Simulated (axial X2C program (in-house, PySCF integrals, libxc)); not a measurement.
**Nuclear properties of MoSH**

Computed with an in-house all-electron X2C program for linear molecules (integrals from PySCF): two-component X2C with atomic mean-field Coulomb and Gaunt terms, Gaussian nuclei, basis Mo dyall-v3z, S dyall-av3z, H dyall-v3z with contracted cores.

Mo–S–H held linear, with bonds 2.295 and 1.333 Å (near the PBE0 minimum at charge 0 of the determinant lowest at the starting distance; the state shown can have its own minimum elsewhere, held linear; other orders of the atoms were not compared).

Determinant lowest in the PBE0 search, Ω = 5/2 (⟨Sz⟩ = 2.50, ⟨Lz⟩ = 0.00 at PBE0), spin on the atoms Mo 2.43, S 0.07, H -0.01:

| level | Eeff magnitude (GV/cm) | Ws magnitude Mo (kHz) | A∥/gI Mo (MHz) | qzz Mo (a.u.) | A∥/gI S (MHz) | qzz S (a.u.) | A∥/gI H (MHz) | qzz H (a.u.) | μ (D) |
| --- | --- | --- | --- | --- | --- | --- | --- | --- | --- |
| PBE0 | 1.27 | 0.174 | 114 | -0.07 | -24.8 | 1.89 | -0.623 | 0.25 | -3.84 |
| HF | 1.96 | 0.291 | -111 | -0.73 | -34.8 | 1.87 | -1.72 | 0.25 | -5.00 |
| TPSSh | 1.01 | 0.123 | 135 | 0.01 | -19.8 | 1.94 | -0.54 | 0.25 | -3.53 |

Determinant 0.69 eV from it at PBE0 and this distance, Ω = 3/2 (⟨Sz⟩ = 2.50, ⟨Lz⟩ = -1.00 at PBE0), spin on the atoms Mo 2.55, S -0.11, H 0.06:

```json
{"level": "PBE0", "Eeff magnitude (GV/cm)": "3.51", "Ws magnitude Mo (kHz)": "1.22", "A∥/gI Mo (MHz)": "1100", "qzz Mo (a.u.)": "-0.99", "A∥/gI S (MHz)": "18.5", "qzz S (a.u.)": "1.34", "A∥/gI H (MHz)": "9.28", "qzz H (a.u.)": "0.25", "μ (D)": "0.24"}
{"level": "HF", "Eeff magnitude (GV/cm)": "4.04", "Ws magnitude Mo (kHz)": "1.42", "A∥/gI Mo (MHz)": "636", "qzz Mo (a.u.)": "-1.52", "A∥/gI S (MHz)": "-14.4", "qzz S (a.u.)": "1.58", "A∥/gI H (MHz)": "6.11", "qzz H (a.u.)": "0.25", "μ (D)": "-0.17"}
{"level": "TPSSh", "Eeff magnitude (GV/cm)": "3.36", "Ws magnitude Mo (kHz)": "1.17", "A∥/gI Mo (MHz)": "1090", "qzz Mo (a.u.)": "-0.92", "A∥/gI S (MHz)": "26.2", "qzz S (a.u.)": "1.38", "A∥/gI H (MHz)": "11.1", "qzz H (a.u.)": "0.25", "μ (D)": "0.25"}
```

Eeff is the effective electric field on the electron electric dipole moment in this Ω state and Ws the scalar–pseudoscalar constant of the nucleus named (defined with the proton number Z and per Ω); A∥ (defined per Ω) follows by multiplying with gI = μI/(I μN); qzz is the electric field gradient, eQq0 = 234.96 MHz × Q/barn × qzz; μ is positive if the H end (last atom) is positive. The operators were transformed with the bare-nucleus X2C matrices; with these basis sets, hyperfine constants and field gradients can be off by tens of per cent, and where levels differ in sign neither size nor sign is settled.

Task: With gI(33S) = 0.4292, Q(33S) = -0.0694 barn (g factors from the IAEA table of nuclear moments by Stone; Q from Pyykkö, Mol. Phys. 2018), turn the PBE0 values of the first state into constants in MHz.

Result: A∥(33S) = -24.8 × 0.4292 = -10.6 MHz; eQq0(33S) = 234.96 × (-0.0694) × (1.89) = -30.8 MHz.

The molecule was held linear; bending was not examined, so a bent shape may lie lower. Hydrosulfides and their kin are strongly bent in nature, so this linear model does not describe the real molecule.

Each state is one determinant with collinear spin, which with several unpaired electrons need not be a pure state. Unrestricted Hartree–Fock can overshoot spin polarisation at the nuclei. This is the top spin component of a Σ state; components of lower Ω are not single determinants and can lie lower. With several open shells hyperfine constants can be off by a factor of several. The search compared states at one distance, so a state with another bond length can lie lower. Where a field gradient or hyperfine factor spreads by more than a factor of two over the levels, a constant derived from it is not to be relied on. PBE0 term energies can be off by some tenths of an eV.
